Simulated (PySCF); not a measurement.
C₂Cl₃, charge +1, multiplicity 1. Atoms are numbered in the order given.

```xyz
5

Cl     0.0000     0.0000    -2.4175
C      0.0000     0.0000    -0.8461
C      0.0000     0.0000     0.4661
Cl     0.0000    -1.4994     1.2758
Cl     0.0000     1.4994     1.2758
```
Charge +1, spin multiplicity 1.

Geometry optimised at B3LYP-D3(BJ)/def2-SVP. The spin state was assumed, not searched. The isomer is the one that the SMILES or the coordinates give; other isomers of the formula were not compared.

Computed with CAM-B3LYP/def2-TZVP run with PySCF.

Computed frontier levels, gap, dipole moment and polarisability:
The highest occupied level is -14.76 eV and the lowest empty level is -9.08 eV. The orbital gap comes out as 5.68 eV. The dipole moment about the centre of nuclear charge is 3.32 D, the mean static polarisability is 59.9 bohr³ (8.88 Å³) and the polarisability, principal values is 32.4, 58.9, 88.5 bohr³.
